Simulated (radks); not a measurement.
Problem. These are the eigenvalues of the occupied orbitals of an atom or ion with whole-number occupations (hartree). All-electron calculation, Dirac Kohn-Sham, LDA (Slater exchange, Perdew-Wang correlation), spin-unpolarised, spherical densities, point nucleus. Program: a radial shooting solver on a logarithmic mesh with Libxc functionals.

orbital  eigenvalue
1s1/2     -1968.561
2s1/2     -328.0976
2p1/2     -312.1644
2p3/2     -282.7892
3s1/2     -73.39883
3p1/2     -66.43670
3p3/2     -60.33877
3d3/2     -48.33555
3d5/2     -47.00270
4s1/2     -14.90515
4p1/2     -12.16055
4p3/2     -10.79156
4d3/2      -6.26584
4d5/2      -6.01810
5s1/2      -2.32087
5p1/2      -1.57899
5p3/2      -1.40334
4f5/2      -0.65211
4f7/2      -0.61972

Which element is it, and in what charge state? The configuration may be excited. Open shells, if any, fill j = l - 1/2 first.

Solution. Z = 66, dysprosium, charge +2: Dy2+ in [Xe] 4f10. The list shows which subshells hold electrons but not how many an open one holds; the 1s level, -1968.6 hartree, gives Z - s = 62.7 by -(Z - s)^2/2, which with screening and relativity narrows Z to a few neighbours, and the depths of the outer levels then fix element, charge and occupations together.
